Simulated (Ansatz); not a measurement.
The cluster Be3Se2 was relaxed with r2SCAN-D4 (def2-SVP) in Ansatz in these states: neutral quintet, neutral singlet, neutral triplet. The geometries follow in no particular order.

A:

```tsv
atom	x (Å)	y (Å)	z (Å)
Be1	-0.7315	-0.0585	0.3063
Be2	0.8403	-0.8036	-1.1537
Be3	1.2907	0.9741	0.2612
Se4	-1.3355	-1.0172	-1.4081
Se5	-0.0642	0.9052	1.9944
```

B:

Cartesian coordinates in Å:
```
Be -0.7136 0.4382 0.0762
Be 1.1481 -0.0608 -1.0359
Be 0.7188 -1.0856 0.8365
Se -0.1695 1.3258 -1.7139
Se -0.9837 -0.6176 1.8370
```

C:

Cartesian coordinates in Å:
```
Be 0.4397 0.6869 -0.3965
Be 0.1011 -0.7850 1.2964
Be -1.1800 -0.9005 -0.3236
Se 1.5956 0.6143 1.3256
Se -0.9564 0.3844 -1.9019
```

Question: Judge from the bond lengths which geometry belongs to which state (an estimate).

Answer: A is the neutral quintet (Be2–Be3 2.316 Å, Be2–Se4 2.201 Å, Be3–Se5 2.201 Å); B is the neutral triplet (Be2–Be3 2.177 Å, Be2–Se4 2.029 Å, Be3–Se5 2.029 Å); C is the neutral singlet (Be2–Be3 2.069 Å, Be2–Se4 2.048 Å, Be3–Se5 2.048 Å).

At PBE0-D4/def2-TZVP a singlet lies 4.79 eV below the neutral quintet. At PBE0-D4/def2-TZVP a singlet lies 1.96 eV below the neutral triplet. These are the stationary points nearest to one start from a short search; other shapes may lie lower in each state.
